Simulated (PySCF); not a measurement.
Computed shifts of a molecule CH₆ClNSi₃, HF/pcSseg-1 in PySCF, GIAO, gas phase, atoms alike by connectivity averaged where their shifts nearly agree, in ppm (number of nuclei): ²⁹Si: -8.3 (1), -26.0 (1), -118.9 (1). ¹³C: 206.6 (1). ¹⁵N: 514.5 (1). ¹H: 10.47 (1), 5.43 (1), 5.26 (1), 5.23 (1), 3.19 (1), 3.09 (1). References: ³⁵Cl against HCl (σ = 958.2 ppm); ²⁹Si against TMS (σ = 393.8 ppm); ¹³C against TMS (σ = 192.6 ppm); ¹⁵N against NH3 (σ = 267.3 ppm); ¹H against TMS (σ = 31.99 ppm), references at their B3LYP-D3(BJ)/def2-TZVP geometries, non-relativistic (without spin–orbit terms, shifts of atoms bonded to Cl or Br come out too high). Geometry: PBE0-D3(BJ)/def2-SVP. Other conformers were not sampled.

Which molecule gave these data?
(A) Cl[Si@H]1C=N[SiH2][SiH2]1
(B) [SiH3][Si@@H]1N=C[Si@@H]1Cl
(C) [SiH3][Si@@H]1C=N[Si@@H]1Cl
(D) [SiH3]C1=N[SiH2][Si@@H]1Cl

A, Cl[Si@H]1C=N[SiH2][SiH2]1
